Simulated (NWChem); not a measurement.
System: InF3; SMILES [F][In]([F])[F]

Output (shortened):

```
             Northwest Computational Chemistry Package (NWChem) 7.3.0
             --------------------------------------------------------

 C3H symmetry detected

                             Geometry "geometry" -> ""
                             -------------------------

 Output coordinates in angstroms (scale by  1.889725989 to convert to a.u.)

  No.       Tag          Charge          X              Y              Z
 ---- ---------------- ---------- -------------- -------------- --------------
    1 In                  49.0000    -0.00000000     0.00000000     0.00000000
    2 F                    9.0000    -0.83240080    -1.77867727     0.00000000
    3 F                    9.0000    -1.12417930     1.61021887     0.00000000
    4 F                    9.0000     1.95658010     0.16845840     0.00000000

 Effective nuclear repulsion energy (a.u.)     394.3047344309

      Symmetry information
      --------------------

 Group name             C3h
 Group number             22
 Group order               6
 No. of unique centers     2

                                Z-matrix (autoz)
                                --------

 Units are Angstrom for bonds and degrees for angles

      Type          Name      I     J     K     L     M      Value
      ----------- --------  ----- ----- ----- ----- ----- ----------
    1 Stretch                  1     2                       1.96382
    2 Stretch                  1     3                       1.96382
    3 Stretch                  1     4                       1.96382
    4 Bend                     2     1     3               120.00000
    5 Bend                     2     1     4               120.00000
    6 Bend                     3     1     4               120.00000
    7 Torsion                  2     1     3     4         180.00000
    8 Torsion                  2     1     4     3         180.00000
    9 Torsion                  3     1     2     4         180.00000
   10 Torsion                  2     4     1     3         180.00000
   11 Torsion                  3     2     1     4         180.00000
   12 Torsion                  2     3     1     4         180.00000

                           NWChem Geometry Optimization
                           ----------------------------

 maximum gradient threshold         (gmax) =   0.000450
 rms gradient threshold             (grms) =   0.000300
 maximum cartesian step threshold   (xmax) =   0.001800
 rms cartesian step threshold       (xrms) =   0.001200
 fixed trust radius                (trust) =   0.050000
 source of zmatrix                         =   autoz

          -------------------
          Energy Minimization
          -------------------

 Using diagonal initial Hessian
 Scaling for Hessian diagonals: bonds = 1.00  angles = 0.25  torsions = 0.10

          --------
          Step   0

                                 NWChem DFT Module
                                 -----------------

[...]

      ----------------------
      Optimization converged
      ----------------------

  Step       Energy      Delta E   Gmax     Grms     Xrms     Xmax
  ---- ---------------- -------- -------- -------- -------- --------
@    3    -487.33937371 -9.3D-09  0.00000  0.00000  0.00003  0.00005
                                     ok       ok       ok       ok

                                Z-matrix (autoz)
                                --------

 Units are Angstrom for bonds and degrees for angles

      Type          Name      I     J     K     L     M      Value     Gradient
      ----------- --------  ----- ----- ----- ----- ----- ---------- ----------
    1 Stretch                  1     2                       1.91865    0.00000
    2 Stretch                  1     3                       1.91865    0.00000
    3 Stretch                  1     4                       1.91865    0.00000
    4 Bend                     2     1     3               120.00000   -0.00000
    5 Bend                     2     1     4               120.00000    0.00000
    6 Bend                     3     1     4               120.00000    0.00000
    7 Torsion                  2     1     3     4         180.00000    0.00000
    8 Torsion                  2     1     4     3         180.00000    0.00000
    9 Torsion                  3     1     2     4         180.00000    0.00000
   10 Torsion                  2     4     1     3         180.00000    0.00000
   11 Torsion                  3     2     1     4         180.00000    0.00000
   12 Torsion                  2     3     1     4         180.00000    0.00000

                         Geometry "geometry" -> "geometry"
                         ---------------------------------

 Output coordinates in angstroms (scale by  1.889725989 to convert to a.u.)

  No.       Tag          Charge          X              Y              Z
 ---- ---------------- ---------- -------------- -------------- --------------
    1 In                  49.0000     0.00000000     0.00000000     0.00000000
    2 F                    9.0000    -0.81325484    -1.73776610     0.00000000
    3 F                    9.0000    -1.09832217     1.57318240     0.00000000
    4 F                    9.0000     1.91157700     0.16458370     0.00000000

 Effective nuclear repulsion energy (a.u.)     403.5876105307

      Symmetry information
      --------------------

 Group name             C3h
 Group number             22
 Group order               6
 No. of unique centers     2

                Final and change from initial internal coordinates
                --------------------------------------------------

                                Z-matrix (autoz)
                                --------

 Units are Angstrom for bonds and degrees for angles

[...]
```

Level: Hartree-Fock/def2-SVP with def2 effective core potentials on In. def2 effective core potentials on In; no spin-orbit coupling.

Reconstruct the input file.

One answer among several that fit: the input that was run:
```
start job
memory heap 200 mb stack 900 mb global 1100 mb
geometry units angstroms
  In    -0.000071    -0.000036     0.000017
  F     -1.659397    -1.048681     0.057032
  F     -0.012114     1.817501    -0.743726
  F      1.671532    -0.768856     0.686604
end
basis spherical
  * library def2-svp
end
ecp
  In library def2-ecp
end
dft
  xc hfexch
  iterations 150
end
driver
  maxiter 150
  trust 0.05
end
task dft optimize
```
